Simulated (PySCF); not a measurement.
Ionisation energy of Mn⁺ by level of theory

Mn⁺ [Ar] 3d5 4s1 (7S) → Mn²⁺ [Ar] 3d5 (6S), as a difference of total energies. Computed with PySCF 2.14 in 6-31G*, with no relativity, point nucleus. Correlated levels: valence: [Ar] frozen. The calculations carry no spin-orbit coupling.

**Question.** Order these methods by the ionisation energy they give, lowest first.
A. M06-L
B. MP2 (valence)
C. UHF
D. SCS-MP2 (valence)

**Answer.** C (14.557 eV), A (14.609 eV), D (14.629 eV), B (14.774 eV).

These non-relativistic numbers lack the scalar-relativistic shift.

Errors of the correlated levels include the incompleteness of this basis and the frozen core.

For comparison: 15.640 eV (measured; NIST Atomic Spectra Database, ionization energies).
